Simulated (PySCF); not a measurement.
# Spectroscopy problems

[PySCF 2.14: geometry: GFN2-xTB; shielding tensors at PBE0/pcSseg-1 (GIAO); single conformer; in vacuum; equivalent nuclei averaged; non-relativistic]

Referencing at the same level of theory: 1H (σref 31.72) and 13C (σref 186.93) against TMS. Where no couplings were computed, multiplicities follow the n + 1 count of equivalent neighbours, and m marks all less simple cases (inequivalent or close neighbours, rings, F or P nearby). Shifts are as computed. Against solution values, carbons near 30 ppm lie about +3 ppm off and those near 130 ppm about +5 ppm. Of 1211 compounds with measured shifts, 218 miss one by over three times the rms of a fit or turn the order of signals round; such compounds aren't used in these exercises.

Q: C₆H₈O₂Si. 1H NMR (300 MHz, computed): δ 6.70 (m, 1H), 5.15 (t, 2H), 4.49 (m, 1H), 4.40 (m, 1H), 2.79 (s, 1H), 2.50 (t, 2H). 13C{1H} NMR (computed): δ 189.2 (C), 156.3 (CH), 95.9 (CH2), 86.8 (C), 86.8 (CH), 41.0 (CH2). Give a structure.

A: SMILES C#CC(=O)C[SiH2]OC=C. Rings plus π bonds: 4 (no ring in the answer). 6 carbon signals for 6 carbons: no two carbons are equivalent. Carbon types of the structure: 2 × C, 2 × CH, 2 × CH2, leaving 2 H on heteroatoms. δC 156.3: alkene carbon bearing oxygen; an sp2 carbon further deshielded by the attached heteroatom. δC 95.9: β carbon of an enol-ether or enamine type C=C; the O or N lone pair pushes π density onto this β carbon and shields it. δC 86.8: alkyne carbon; sp carbons lie upfield of alkene carbons because the cylindrical π system leaves one tensor component strongly shielded. δC 86.8: terminal alkyne carbon; the triple bond shields along its axis, which puts it between sp3 and sp2 carbons.

The shifts were computed for this structure.

Q: C₆H₅N₃. 1H NMR (300 MHz, computed): δ 8.62 (s, 1H), 2.96 (s, 1H), 2.95 (s, 3H). 13C{1H} NMR (computed): δ 161.4 (C), 157.2 (C), 152.8 (CH), 89.9 (CH), 86.0 (C), 22.6 (CH3). Identify the compound.

A: SMILES C#Cc1ncc(C)nn1. The formula gives 6 degrees of unsaturation (1 ring in the answer). 6 carbon signals for 6 carbons: no two carbons are equivalent. Carbon types of the structure: 3 × C, 2 × CH, 1 × CH3, which accounts for all hydrogens. δC 152.8: aromatic CH next to a ring nitrogen; the adjacent pyridine-type nitrogen withdraws density from it. δC 89.9: terminal alkyne carbon; sp carbons lie upfield of alkene carbons because the cylindrical π system leaves one tensor component strongly shielded. δC 86.0: alkyne carbon; sp carbons lie upfield of alkene carbons because the cylindrical π system leaves one tensor component strongly shielded. δH 8.62: hydrogen on an aromatic CH next to a ring nitrogen; ring current plus the neighbouring ring nitrogen.

The data come from this structure; uniqueness wasn't tested.
